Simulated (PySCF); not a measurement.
# How methods differ on the ionisation energy of Be⁺

Be⁺ [He] 2s1 (2S) → Be²⁺ 1s2 (1S), as a difference of total energies. All numbers are calculated (PySCF 2.14, no relativity, point nucleus, in pcseg-2). The calculations carry no spin-orbit coupling.

```json
{"method": "UHF", "ionisation energy (eV)": "18.118"}
{"method": "MN15", "ionisation energy (eV)": "18.011"}
{"method": "LDA", "ionisation energy (eV)": "18.225"}
```

For comparison: 18.211 eV (measured; NIST Atomic Spectra Database, ionization energies).
